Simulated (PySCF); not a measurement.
## Two-component Hartree-Fock for Se²⁺ (selenium, charge +2)

Start: [Ar] 3d10 4s1 4p2 5s1; 4s1/2 filled at m_j = +1/2; 4p3/2 filled at m_j = +1/2, +3/2; 5s1/2 filled at m_j = +1/2. Calculated with PySCF 2.14 in x2c-TZVPall-2c with one added diffuse shell each of s, p, d type (7s8p5d1f, 63 functions): generalised Hartree-Fock with the X2C-1e Hamiltonian and a Gaussian nucleus; one run each with spin-orbit coupling (SO) switched off, then screened by Boettger's factors. This is a chosen level, not necessarily the ground level.

```
spinor shell  electrons  ε, spin-free (eV)  ε, screened SO (eV)  weight of nominal j (screened SO)  rms radius, screened SO (bohr)
       1s1/2          2           -12768.2             -12767.9                              1.000                          0.0508
       2s1/2          2            -1726.6              -1726.6                              1.000                           0.212
       2p1/2          2            -1517.3              -1545.9                              1.000                           0.187
       2p3/2          4            -1517.3              -1503.6                              1.000                           0.190
       3s1/2          2            -280.57              -280.60                              1.000                           0.612
       3p1/2          2            -212.82              -217.07                              0.994                           0.629
       3d3/2          4            -100.54              -101.19                              0.933                           0.690
       3d5/2          6            -100.54              -100.17                              0.955                           0.691
       4s1/2          1            -52.439              -52.439                              1.000                            1.76
       4p3/2          2            -36.975              -36.895                              0.807                            2.03
       5s1/2          1            -15.821              -15.825                              0.986                            4.29
```

Task: Where does 3p3/2 lie, and what is the 3p spin-orbit splitting (screened SO)?

Result: At -210.85 eV, 6.216 eV above 3p1/2.

```tsv
quantity	spin-free	screened SO
E (hartree)	-2426.06725	-2426.17608
M_J	3	3
⟨J²⟩	12.083	12.086
⟨L²⟩	2.082	2.103
⟨S²⟩	6.001	5.991
```

Each row is a mean over spinors that exchange with the open shell spreads, by up to 1.559 eV (3s1/2).

Rows whose weight is well below 1 are mixtures of j = l ± 1/2: exchange outweighs spin-orbit coupling there, and the label is only the starting occupation.

⟨J²⟩ departs a little from M_J(M_J + 1) because the unrestricted spinors polarise the closed shells.

Without spin-orbit coupling the j labels of p, d and f shells carry no meaning; the spin-free column gives the mean over the occupied spinors of each nl shell.
